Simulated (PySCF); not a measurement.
C₇H₁₅Al.
SMILES: `CC(C)[C@@H]1[AlH][CH2]CC1`

Jobs on this species (23 atoms, 70 electrons) with PySCF (density fitting). Hardware of each: one thread of an Arm Neoverse V2, on a shared host. Times come from a shared host and carry two figures at best. Peak memory is the resident size of the whole Python process, interpreter and libraries included.

| level and settings | work | basis functions | SCF cycles | wall time | peak memory |
| --- | --- | --- | --- | --- | --- |
| PBE0-D3(BJ)/def2-SVP, grid level 1 | geometry optimisation from a GFN2-xTB start | 191 | ? | ? | ? |
| PBE0/pcSseg-1, IEF-PCM acetonitrile | shieldings, ring-centre shieldings, charges and field gradients | 218 | 12 | 39 s | 1.1 GiB |
| PBE0/pcSseg-1, IEF-PCM water | shieldings, ring-centre shieldings | 218 | 12 | 37 s | 1.1 GiB |

Problem. Fill in the missing figures.

Solution. 
- PBE0-D3(BJ)/def2-SVP, grid level 1; geometry optimisation from a GFN2-xTB start: 2.0 min, 0.88 GiB, 43 SCF cycles

Problem. What do all jobs in the table cost together?

Solution. About 3.3 min; the longest takes about 61 % of that, and about 3.2 times as long as the shortest.
